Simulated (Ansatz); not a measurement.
Born–Oppenheimer molecular dynamics of CH$_{7}$FGe$_{2}$ (11 atoms, charge 0, multiplicity 1). It starts from a relaxed structure.

Level of theory: Ansatz 0.2.0, RHF/def2-SVP.

```yaml
ensemble: NVE (velocity Verlet)
time_step: 0.5 fs
steps_asked: 150
starting_velocities_drawn_for: 100 K
seed: 885832
```

First frame:

```xyz
11
Properties=species:S:1:pos:R:3
Ge 0.045 -0.114 0.045
F 0.243 -0.500 1.734
Ge 2.319 0.076 -0.861
H 3.049 -1.266 -0.724
H 2.251 0.450 -2.350
H 3.102 1.161 -0.113
H -0.712 1.221 0.026
C -1.025 -1.557 -0.713
H -1.979 -1.627 -0.189
H -1.221 -1.375 -1.771
H -0.504 -2.510 -0.614
```

Task: How far do the bonds stretch over the last three quarters of this one trajectory? (Pairs bonded in most of those frames.)

Result: 
| bond | mean (Å) | spread (Å) | shortest | longest |
| --- | --- | --- | --- | --- |
| Ge1–F2 | 1.744 | 0.011 | 1.73 | 1.76 |
| Ge1–Ge3 | 2.454 | 0.023 | 2.43 | 2.49 |
| Ge1–H7 | 1.538 | 0.010 | 1.52 | 1.55 |
| Ge1–C8 | 1.948 | 0.004 | 1.94 | 1.96 |
| Ge3–H4 | 1.534 | 0.011 | 1.52 | 1.55 |
| Ge3–H5 | 1.537 | 0.028 | 1.50 | 1.58 |
| Ge3–H6 | 1.533 | 0.004 | 1.53 | 1.54 |
| C8–H9 | 1.091 | 0.007 | 1.08 | 1.10 |
| C8–H10 | 1.091 | 0.001 | 1.09 | 1.09 |
| C8–H11 | 1.091 | 0.003 | 1.09 | 1.10 |

Mean temperature of the second half: 47 K. The conserved energy stayed within 0.029 meV per atom of its start (net change 0.0047 meV per atom), so the integration is sound. Over the second half the temperature averaged 0.47 of the 100 K drawn at the start: a run that starts near a minimum puts about half its kinetic energy into the potential. A run of 0.075 ps of so small a system gives no equilibrium averages.

Time of the run: 6.8 min on 2 threads of Arm Neoverse V1, with other jobs on the host, peak memory 0.33 GiB.
